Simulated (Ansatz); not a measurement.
W(OH)F5 (WOF₅H). Total charge 0; triplet. Geometry B3LYP-D4/def2-SVP, that of the neutral singlet; atoms count from 1.

```xyz
8

W    -0.311    0.021    0.008
O     1.519   -0.106   -0.040
H     2.480   -0.169   -0.064
F    -2.163    0.150    0.057
F    -0.509   -1.323   -1.264
F    -0.254    1.375    1.284
F    -0.328    1.300   -1.344
F    -0.434   -1.248    1.364
```

In the def2 sets W takes a core potential; there is no spin–orbit coupling. At PBE0-D4/def2-TZVP a singlet of charge 0 lies 5.16 eV below the triplet at the same geometry.

Q: Estimate the Mulliken populations from the PBE0/def2-TZVP orbitals of Ansatz.

A: 
| atom | charge (e) | spin (α − β) | d electrons |
| --- | --- | --- | --- |
| W1 | 1.52 | 0.84 | 3.27 |
| O2 | -0.31 | 0.68 | – |
| H3 | 0.38 | -0.02 | – |
| F4 | -0.34 | 0.09 | – |
| F5 | -0.28 | 0.22 | – |
| F6 | -0.28 | 0.22 | – |
| F7 | -0.35 | -0.02 | – |
| F8 | -0.35 | -0.02 | – |
Mulliken values depend strongly on the basis.

Q: Where does the spin sit?

A: Summed by element: W 0.84, O 0.68, H -0.02, F 0.49, of 2 unpaired in all. Largest on single atoms: W1 0.84, O2 0.68, F6 0.22.

Q: And the Mayer bond orders between heavy atoms (over 0.3)?

A: W1–O2 0.72 (1.83 Å); W1–F4 0.94 (1.86 Å); W1–F5 0.89 (1.86 Å); W1–F6 0.89 (1.86 Å); W1–F7 1.02 (1.86 Å); W1–F8 1.02 (1.86 Å).
